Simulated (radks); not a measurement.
Spherical jellium clusters: N electrons in a uniform positive sphere of charge N and radius rs N^(1/3), rs = 4.75 bohr. Calculated with a radial shooting solver with Libxc functionals: non-relativistic Kohn-Sham, LDA (Slater exchange, Perdew-Wang correlation), spin-polarised, spherical densities. Levels are named by radial order and angular momentum (1s, 1p, 1d, 2s, ...), and open shells are averaged over m.

N = 36, configuration 1s2 1p6 1d10 2s2 1f14 2p(up 2, down 0). This is the lowest configuration that the search found. Occupied and some empty levels:

| level | occupation | eigenvalue (eV) | <r> (bohr) |
|---|---|---|---|
| 1s up | 1 | -4.3579 | 9.079 |
| 1s down | 1 | -4.2383 | 9.718 |
| 1p up | 3 | -3.9319 | 10.96 |
| 1p down | 3 | -3.8674 | 11.23 |
| 1d up | 5 | -3.4142 | 12.09 |
| 1d down | 5 | -3.3750 | 12.18 |
| 2s up | 1 | -3.2192 | 9.518 |
| 2s down | 1 | -3.0591 | 9.130 |
| 1f up | 7 | -2.8032 | 12.91 |
| 1f down | 7 | -2.7738 | 12.94 |
| 2p up | 2 | -2.4281 | 10.48 |
| 2p down | 0 | -2.2727 | 10.60 |
| 1g up | 0 | -2.1043 | 13.61 |
| 1g down | 0 | -2.0777 | 13.61 |
| 2d up | 0 | -1.5819 | 11.98 |
| 2d down | 0 | -1.4750 | 12.27 |
| 3s up | 0 | -1.4414 | 11.70 |
| 3s down | 0 | -1.3505 | 11.79 |

Energy (eV): total -68.5802, kinetic 45.918, external -2684.1, Hartree 1336.1, exchange-correlation -115.62, background 1349.1.
